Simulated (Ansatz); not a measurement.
Consider the formal exchange of groups at the Se–Si bond: `Cl[Si](Cl)(Cl)[SeH]` + `[Cl][SnH3]` → `[Cl][SnH2][SeH]` + `Cl[SiH](Cl)Cl`.

Computed with Ansatz on PBE0-D4/def2-TZVP structures; ΔE is electronic, products minus reactants. CCSD(T)/CBS is the MP2 limit (def2-TZVPP, def2-QZVPP) plus CCSD(T) − MP2 in def2-TZVPP, frozen cores. This one scheme is used for every species. Functionals use def2-TZVPP. def2 core potentials past Kr. For Se, Sn outer-core shells are correlated without core-valence functions, which leaves a few kJ/mol of doubt a bond. Scalar relativity is left out up to krypton. Each species was taken in one conformer, which may not be the lowest.

`Cl[Si](Cl)(Cl)[SeH]`:

Z-matrix (Å, degrees):
```
Si
Cl 1 2.031
Cl 1 2.034 2 109.4
Cl 1 2.034 2 109.4 3 117.1
Se 1 2.249 2 106.1 3 -121.5
H 5 1.471 1 91.5 2 -179.7
```

`[Cl][SnH3]`:

```xyz
5

Cl    0.609    1.776    1.045
Sn   -0.052   -0.153   -0.090
H    -0.958    0.376   -1.427
H    -0.980   -1.053    1.015
H     1.381   -0.947   -0.542
```

`[Cl][SnH2][SeH]`:

```xyz
6

Cl   -1.480   -1.795    0.612
Sn   -0.510    0.124   -0.297
Se    1.991   -0.109   -0.266
H    -1.010    0.194   -1.919
H    -1.030    1.401    0.697
H     2.039    0.185    1.173
```

`Cl[SiH](Cl)Cl`:

Z-matrix (Å, degrees):
```
Si
Cl 1 2.030
Cl 1 2.030 2 109.5
Cl 1 2.030 2 109.5 3 -120.1
H 1 1.469 2 109.4 3 120.0
```

| level | ΔE (kJ/mol) |
| --- | --- |
| PBE0-D4 | -20.0 |
| CCSD/def2-TZVPP | -24.1 |

(1) What does CCSD(T)/CBS give? (Estimate.)

Largest T1 diagnostic among the species: 0.012.

## Answers

(1) Ansatz gave: -27.4 kJ/mol. The listed levels differ from it by 7.4, 3.3 kJ/mol.

Leaving LDA and LC-ωPBE aside and taking each functional with its dispersion term where it has one, the values, not all of them listed here, spread over 14.3 kJ/mol, from B2PLYP to B97M-V. LDA lies +8.9 kJ/mol from PBE without D4. In def2-TZVPP, CCSD(T) changes the Hartree–Fock value by +15.2 kJ/mol (the triples alone add +1.8 kJ/mol) and MP2 by +16.6 kJ/mol.
